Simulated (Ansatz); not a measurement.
**Abstraction of Cl: BCl3 + SiH3(SiH2) → BCl2 + SiH2(SiH3)Cl**

Species: BCl3 (boron trichloride) `ClB(Cl)Cl`, singlet; SiH3(SiH2), doublet; BCl2 `Cl[B]Cl`, doublet; SiH2(SiH3)Cl, singlet. A radical takes Cl: the energy is the difference in strength between the B–Cl bond broken and the Si–Cl bond made.

Shapes, held fixed at every level: PBE0-D4/def2-TZVP. Programs: Ansatz 0.2.0. The zero-point and thermal change to 298 K, harmonic and unscaled (PBE0-D4/def2-TZVP), is +1.7 kJ/mol.

(1) Estimate ΔH(298 K) of this reaction.

Results:

(1) The highest level, CCSD(T)/CBS estimate, gives ΔH(298 K) = +51.4 kJ/mol; the levels span +49.0 to +82.7. The column of differences is taken from that level and isn't an error. No measured value is set beside it here. Open shells run unrestricted unless RO is named. The CBS estimate extrapolates MP2 from def2-TZVPP and def2-QZVPP and adds CCSD(T) − MP2 in the triple-zeta set, cores frozen.

```
               level                   kind  ΔH(298 K) (kJ/mol)  less CCSD(T)/CBS estimate
         HF/def2-SVP           Hartree–Fock               +56.4                       +5.0
    SPW92/def2-TZVPP                    LDA               +71.0                      +19.6
 B3LYP-D4/def2-TZVPP          global hybrid               +53.5                       +2.1
 BHLYP-D4/def2-TZVPP          global hybrid               +49.0                       -2.4
  PBE0-D4/def2-TZVPP          global hybrid               +58.1                       +6.7
    CCSD(T)/def2-SVP  coupled cluster or CI               +82.7                      +31.3
     CCSD/def2-TZVPP  coupled cluster or CI               +55.3                       +3.9
CCSD(T)/CBS estimate  coupled cluster or CI               +51.4                        0.0
```
